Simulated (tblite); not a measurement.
C3H6BClO3.
SMILES with atom numbers: `[OH:1][B:2]1[O:3][CH2:4][C@@H:5]([CH2:6][Cl:7])[O:8]1` (hydrogens: H9 on O1; H10, H11 on C4; H12 on C5; H13, H14 on C6)

Computed with GFN2-xTB (tblite), gas phase: L-BFGS steps from a force-field or distance-geometry start until the largest atomic force falls under 0.01 eV/Å.

Geometry at step 1:
```
atom  x, y, z in Å
O1      2.9367   -0.7146    0.4353
B2      1.5331   -0.6760    0.4778
O3      0.6793   -1.7390    0.0362
C4     -0.6116   -1.1356    0.0471
C5     -0.2597    0.2618   -0.4250
C6     -1.3458    1.2741   -0.2704
Cl7    -1.7016    1.3386    1.4763
O8      0.8136    0.5682    0.4601
H9      3.3121    0.0728    0.0009
H10    -1.3702   -1.6404   -0.5309
H11    -0.9104   -1.0872    1.1007
H12     0.1258    0.2087   -1.4637
H13    -0.9501    2.2530   -0.5382
H14    -2.2518    1.0151   -0.8284
```

Task: Give the atomic forces at this geometry.

Result: 
| atom | Fx (eV/Å) | Fy (eV/Å) | Fz (eV/Å) |
| --- | --- | --- | --- |
| O1 | -1.783 | 0.235 | -0.174 |
| B2 | 0.888 | 0.078 | -1.476 |
| O3 | 0.918 | 0.879 | 1.010 |
| C4 | 0.313 | -0.105 | 0.256 |
| C5 | -0.179 | -0.080 | 0.338 |
| C6 | -0.183 | 0.476 | 0.268 |
| Cl7 | -0.405 | 0.232 | -0.086 |
| O8 | 1.111 | -1.153 | -0.745 |
| H9 | -0.301 | -0.484 | 0.719 |
| H10 | 0.205 | -0.414 | -0.362 |
| H11 | -0.349 | -0.003 | -0.080 |
| H12 | -0.182 | 0.128 | 0.220 |
| H13 | -0.242 | 0.105 | -0.072 |
| H14 | 0.190 | 0.107 | 0.183 |

The largest, 1.81 eV/Å, acts on O1 (O8 within 3 % of it); the rms over all components is 0.586 eV/Å. The forces sum to zero within rounding, as they must for an isolated molecule in no field.

Task: Give the force on O1 in Eh/bohr and in nN.

Result: 1.807 eV/Å ÷ 51.422 = 0.03514 Eh/bohr, and 1.807 eV/Å × 1.602 = 2.89 nN.

Task: How far is this geometry from the end of the optimisation?

Result: 1.003 eV above it, and 0.521 Å rms away after alignment. The bonds farthest from their final lengths, with half the difference of the two atoms' forces along the bond (positive lengthens):

```
 bond  now (Å)  final (Å)  force along bond (eV/Å)
O1–B2    1.405      1.338                    -1.36
B2–O3    1.433      1.367                    -0.69
B2–O8    1.437      1.389                    -0.59
C4–C5    1.516      1.553                    -0.06
C5–C6    1.493      1.528                    +0.19
O1–H9    0.974      0.956                    -0.20
```

The angle farthest from its final value is B2–O8–C5, 101.5° against 108.7°.

Of the 6 listed bonds off by 0.010 Å or more, this force points towards the final length in 5.

What follows is the cost of the whole relaxation. Time: 1.4 s. Hardware: an Intel Xeon at 2.50 GHz with one thread, no GPU (shared host).
